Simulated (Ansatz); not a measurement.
Gas-phase reaction in SMILES: [CH2]C(C)(C)CCC → C[C](C)CC(C)C
Structures are relaxed separately at B3LYP-D3(BJ)/def2-TZVP in Ansatz (a program for electronic structure), one conformer each, not searched for the lowest. Frequencies are from Ansatz.

Property: isomerisation energy (enthalpy at 298 K, with B3LYP-D3(BJ) rigid-rotor harmonic-oscillator terms), in eV. Valence correlation only, unless marked. UHF or UKS for open shells. Spin-orbit coupling is left out. No relativistic terms. CBS(X,Y): correlation extrapolated as X^-3; Hartree-Fock from the larger set. The bracket is a focal-point correction in the basis named.

| level | program | isomerisation energy (eV) |
|---|---|---|
| HF/cc-pVDZ | Ansatz | -0.21 |

**Question.** Predict the RI-MP2/CBS(cc-pVTZ,cc-pVQZ)+[CCSD(T)-MP2]/cc-pVTZ result (Ansatz).

**Answer.** -0.20 eV
